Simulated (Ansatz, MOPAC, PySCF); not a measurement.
Lewis adduct: AlH3 (SMILES [AlH3]) (first 4 atoms) with CH5N (SMILES CN); geometry from B3LYP-D3(BJ)/def2-TZVP, rigid monomers moved along the line of their centres of mass till Al1···N6 is 3.67 Å.
(charge 0, multiplicity 1):
```
atom    x (Å)    y (Å)   z (Å)
----  -------  -------  ------
Al    -0.3276   0.5959  1.6706
H     -0.7549  -0.8657  1.1855
H      0.9299   1.2723  0.9526
H     -1.4915   1.5632  2.1841
C     -0.0920  -1.0950  5.9559
N      0.8255  -0.4258  5.0044
H     -0.9383  -0.4368  6.1403
H      0.3991  -1.3339  6.9000
H     -0.4616  -2.0083  5.4945
H      1.1918   0.4300  5.4130
H      1.6303  -1.0179  4.8174
```

Interaction energies are E(AB) − E(A) − E(B) at the monomers' geometry in the complex; basis-set methods are counterpoise corrected. Rows marked so take none.

Rows in 6-31G* carry no dispersion term and start afresh at each structure (6-31G* with six Cartesian d functions). The state that PM7 reach isn't checked; PM7 holds dispersion and hydrogen-bond terms.

Programs: Ansatz (a program for electronic structure) with Gaussian orbitals; MOPAC for PM7 (differences of heats of formation); PySCF for 6-31G* rows. Values without a source in brackets are computed.

Problem. One of these levels gives 16.6 kJ/mol for the interaction energy. Which one is it?
A. B3LYP/def2-TZVPPD
B. B3LYP/6-31G*
C. PM7
D. HF/6-31G* (no counterpoise)

Solution. C, PM7. The others give -32.9 (HF/6-31G* (no counterpoise)), -28.5 (B3LYP/6-31G*), -25.2 (B3LYP/def2-TZVPPD)
